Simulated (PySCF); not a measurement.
Isomers of C3H4O. All species are isolated molecules in the gas phase. One relaxed conformer stands for each flexible species; it need not be the lowest. Strings in code marks are SMILES.

These are PBE-D3(BJ)/def2-TZVP // M06-2X/def2-TZVP (PySCF 2.14.0) values and carry that method's errors. All candidates: neutral, multiplicity 1. Delta-SCF ions had no search for a lower state. Excitations are Tamm–Dancoff values on a coarser integration grid. The basis has no diffuse functions, so Rydberg states are missing or too high.

```yaml
HOMO: -5.79 eV
vertical ionisation energy (Delta-SCF): 9.35 eV
T1 excitation (TDA): 4.65 eV
```

Question: Name which member has these values.
A. `C=C1CO1`
B. `O=C1CC1`
C. `CC=C=O`
D. `CC#CO`

Answer: A, `C=C1CO1`. The others give `CC#CO`: -5.45 eV, 9.03 eV, 4.98 eV; `CC=C=O`: -5.35 eV, 8.88 eV, 3.17 eV; `O=C1CC1`: -5.49 eV, 9.23 eV, 3.08 eV
